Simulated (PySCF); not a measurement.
C3H5F2PSi.
SMILES: `FC1=C([Si@@H](F)P)C1`

Torsions of this conformer, `[F:1][C:2]1=[C:3]([Si@@H:4]([F:5])[PH2:6])[CH2:7]1`: C2–C3–Si4–F5 -164°, H–P6–Si4–C3 66°, H–P6–Si4–C3 159°.

The closed-shell ground state was solved at several levels (PySCF, density fitting, gas phase, non-relativistic). The structure is a single PBE0-D3(BJ)/def2-SVP conformer in the gas phase; no vibrational or solvent corrections.

```
             level  basis functions  total energy (Eh)  HOMO (eV)  LUMO (eV)  gap (eV)  dipole (D)
PBE0/6-311+G(2d,p)              235          -947.3661      -7.48      -0.85      6.63        1.13
    B3LYP/pcSseg-1              158          -947.8178      -7.28      -0.91      6.37        1.30
      KT3/pcSseg-1              158          -956.9009      -6.37      -1.58      4.79        1.31
        PBE0/6-31G               81          -947.0360      -7.48      -0.53      6.95        2.09
     OPBE/pcSseg-1              158          -947.5504      -6.31      -1.53      4.78        1.46
CAM-B3LYP/pcSseg-1              158          -947.6770      -8.78       0.43      9.21        1.33
     PBE0/def2-SVP              131          -946.8077      -7.42      -0.60      6.82        1.33
```

**Question.** Estimate the row for PBE0/IGLO-III, a basis of 313 functions; the other rows only guide the guess.

**Answer.** Total energy -947.4049 Eh, HOMO -7.44 eV, LUMO -0.77 eV, gap 6.67 eV, dipole 1.04 D.

**Question.** How much does the basis alone move the frontier levels among the 4 PBE0 rows (the withheld one included)?

**Answer.** The HOMO by 0.06 eV and the LUMO by 0.32 eV. By rising basis size (HOMO, LUMO in eV): 6-31G -7.48, -0.53; def2-SVP -7.42, -0.60; 6-311+G(2d,p) -7.48, -0.85; IGLO-III -7.44, -0.77.

**Question.** How far do the dipole and the HOMO energy spread over the levels?

**Answer.** The dipole runs from 1.04 to 2.09 D (mean 1.37 D) and the HOMO from -8.78 to -6.31 eV.
